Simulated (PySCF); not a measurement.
Spectrum to structure. The calculation used TDDFT B3LYP/def2-SVPD, vertical, gas phase, core orbitals frozen in the response in PySCF. Geometries: GFN2-xTB, one conformer each.

| state | E (eV) | f | main configurations (H = HOMO, L = LUMO) |
| --- | --- | --- | --- |
| S1 | 6.92 | 0.0063 | H-1→L (89%) |
| S2 | 6.94 | 0.0020 | H→L (89%) |
| S3 | 7.42 | 0.0030 | H-2→L (62%), H-1→L+2 (14%) |
| S4 | 7.59 | 0.0009 | H→L+1 (42%), H→L+2 (26%), H-1→L+1 (25%) |
| S5 | 7.64 | 0.0015 | H→L+1 (44%), H→L+2 (32%) |
| S6 | 7.67 | 0.0016 | H-1→L+1 (50%), H→L+2 (28%) |
| S7 | 7.81 | 0.0074 | H-1→L+2 (69%) |
| S8 | 8.00 | 0.0080 | H-3→L (41%), H-2→L+1 (29%) |

Question: Which structure fits?
A. `C=C/C=C/C(F)=C\Cl`
B. `N#C[C@@](F)(CF)CCl`
C. `C=C/C=C\C(=C)Cl`
D. `C(=C1\C[C@H](F)C1=C)/Cl`

Answer: B. Its S1, at 6.92 eV, is the highest among the candidates; the nearest of the others has S1 at 4.79 eV. S1 is HOMO-1→LUMO (89%). Löwdin shares by element: HOMO chlorine 78%, carbon 12% or more; LUMO carbon 32% or more, nitrogen 22%, chlorine 15% (atoms not listed hold the other 31%). At the same level the other candidates give, for their lowest levels:
- `C=C1/C(=C\Cl)C[C@@H]1F`: 4.79 eV (f 0.249); 5.67 eV (f 0.003); 6.05 eV (f 0.042); 6.06 eV (f 0.012); 6.35 eV (f 0.038); T1 2.84 eV; HOMO -6.72, LUMO -1.87 eV
- `C=C/C=C/C(F)=C\Cl`: 4.36 eV (f 0.897); 5.34 eV (f 0.137); 5.62 eV (f 0.001); 5.89 eV (f 0.000); 6.11 eV (f 0.000); T1 2.37 eV; HOMO -6.30, LUMO -2.11 eV
- `C=C/C=C\C(=C)Cl`: 4.62 eV (f 0.828); 5.28 eV (f 0.002); 5.56 eV (f 0.000); 5.61 eV (f 0.000); 6.06 eV (f 0.029); T1 2.50 eV; HOMO -6.30, LUMO -1.89 eV

The values belong to the conformer `[N:1]#[C:2][C@@:3]([F:4])([CH2:5][F:6])[CH2:7][Cl:8]`: C2–C3–C5–F6 171°, C2–C3–C7–Cl8 -55°.
Triplets come from the Tamm–Dancoff approximation.
